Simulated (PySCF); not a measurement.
C3H13OPSi2.
SMILES: `CO[Si@@](C)(P)[SiH2]C`

Torsions of this conformer, `[CH3:1][O:2][Si@@:3]([CH3:4])([PH2:5])[SiH2:6][CH3:7]`: C1–O2–Si3–C4 70°, O2–Si3–Si6–C7 -172°, H–P5–Si3–O2 174°, H–P5–Si3–O2 80°.

The closed-shell ground state was solved at several levels (PySCF, density fitting, gas phase, non-relativistic). Geometry: PBE0-D3(BJ)/def2-SVP, one conformer, isolated molecule.

```
        level  basis functions  total energy (Eh)  HOMO (eV)  LUMO (eV)  gap (eV)  dipole (D)
  HF/pcSseg-1              205         -1114.6007      -9.40       3.22     12.62        2.40
PBE0/pcSseg-1              205         -1117.0929      -6.95      -0.02      6.93        2.19
```

(1) Estimate the row for PBE0/def2-SVPD, a basis of 259 functions; the other rows only guide the guess.

(2) Over all these levels, which gives the widest orbital gap and which the narrowest?

(3) How far do the dipole and the HOMO energy spread over the levels?

Results:

(1) Total energy -1116.7400 Eh, HOMO -6.90 eV, LUMO -0.09 eV, gap 6.81 eV, dipole 1.93 D.

(2) HF/pcSseg-1 (Hartree–Fock, all exact exchange) has the widest, 12.62 eV, and PBE0/def2-SVPD (global hybrid, 25 % exact exchange) the narrowest, 6.81 eV. Functional and basis both differ between the two, so the spread mixes both effects. The HOMO need not be the same orbital at Hartree–Fock and at DFT levels.

(3) The dipole runs from 1.93 to 2.40 D (mean 2.17 D) and the HOMO from -9.40 to -6.90 eV.
